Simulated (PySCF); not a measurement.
Compounds:
1. `C1P(CC)CCCC1`, C7H15P
2. SMILES Cc1cc(C(=O)F)oc1C, C7H7FO2
3. `CCn1cc(C(C)=O)nn1`, C6H9N3O
4. SMILES C=C[P@TB12](C)(C)(C)C=C, C7H15P
5. SMILES O=C(C)c1c(C)nnn1C, C6H9N3O
6. `CC(C)(C)C1CPC1`, C7H15P

Theory: GFN2-xTB geometry, PBE0/pcSseg-1 with gauge-including orbitals, in PySCF (isolated molecule, one conformer, no relativistic terms, one averaged value for each set of equivalent atoms).

Chemical shifts δ = σref − σ; ¹H and ¹³C against TMS, all at this level. Shifts are as computed. Against solution values, carbons near 30 ppm lie about +3 ppm off and those near 130 ppm about +5 ppm. Of 1211 compounds with measured shifts, 218 miss one by over three times the rms of a fit or turn the order of signals round; such compounds aren't used in these exercises.

(1) Which show a ¹³C signal above 185 ppm?

(2) Which show a ¹³C signal between 100 and 160 ppm?

(3) Which show a ¹³C signal between 160 and 185 ppm?

(4) Which give exactly 4 ¹³C signals?

Results:

(1) 3 (197.8: ketone carbonyl carbon); 5 (192.7: ketone carbonyl carbon).

(2) 2 (155.6, 143.1, 136.1, 125.7: carbonyl carbon, substituted aromatic carbon next to the ring oxygen, aromatic CH, substituted aromatic carbon); 3 (154.5, 131.3: substituted aromatic carbon next to a ring nitrogen, aromatic CH next to a ring nitrogen); 4 (150.2, 122.6: alkene CH, terminal =CH2 carbon); 5 (151.8, 137.7: substituted aromatic carbon next to a ring nitrogen).

(3) 2 (164.7: substituted aromatic carbon next to the ring oxygen).

(4) 6 (δ 56.9, 35.7, 27.1, 18.9).
